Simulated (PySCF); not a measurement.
# Spin-rotation constants: `Cc1cc(F)c(C)nn1`, C$_{6}$H$_{7}$FN$_{2}$

Geometry (Å), atoms numbered from 1 in this order:
```xyz
16

C     2.8141   -0.3263   -0.3669
C     1.3333   -0.2055   -0.2280
C     0.7557    0.6807    0.6945
C    -0.6159    0.7065    0.7347
F    -1.2599    1.5249    1.5881
C    -1.3488   -0.1304   -0.1223
C    -2.8392   -0.1482   -0.1244
N    -0.7085   -0.9286   -0.9551
N     0.5881   -0.9661   -1.0085
H     3.2454    0.6330   -0.6472
H     3.2576   -0.6336    0.5785
H     3.0447   -1.0626   -1.1305
H     1.3521    1.3088    1.3377
H    -3.2123   -0.4208    0.8618
H    -3.2244    0.8420   -0.3636
H    -3.1896   -0.8649   -0.8601
```

Method: PySCF, GIAO BHandHLYP/pcSseg-1 magnetisability, rotational g tensor and spin-rotation constants, non-relativistic, gas phase. Geometry: GFN2-xTB.

Give the nuclear spin-rotation constants along the inertial axes (H = +C I·J) beside the isotropic shieldings.

Rotational constants 3.0962, 1.3660, 0.9591 GHz. A star marks the isotopologue with that one atom substituted, in its own axes.
```csv
atom,isotope,Caa (kHz),Cbb (kHz),Ccc (kHz),mean (kHz),σ (ppm)
F5,19F,3.186,1.594,0.387,1.722,320.1
N8,14N,1.325,0.321,0.044,0.564,-211.6
N9,14N,1.156,0.365,0.037,0.519,-189.0
H10,1H,-0.269,-0.104,-0.014,-0.129,29.1
H11,1H,-0.269,-0.104,-0.014,-0.129,29.1
H12,1H,-0.128,-0.023,-0.105,-0.085,28.6
H13,1H,-0.316,0.134,-0.103,-0.095,24.7
H14,1H,-0.177,-0.138,-0.017,-0.111,29.1
H15,1H,-0.177,-0.138,-0.017,-0.111,29.1
H16,1H,-0.280,0.044,-0.105,-0.114,28.7
C1,13C*,0.392,0.207,0.164,0.254,162.5
C2,13C*,1.698,0.556,0.145,0.800,19.1
C3,13C*,0.990,0.610,0.115,0.572,67.5
C4,13C*,1.282,0.668,0.219,0.723,12.7
C6,13C*,1.617,0.531,0.140,0.762,30.2
C7,13C*,0.424,0.193,0.145,0.254,167.2
```
For the geometry as given, no vibrational averaging.
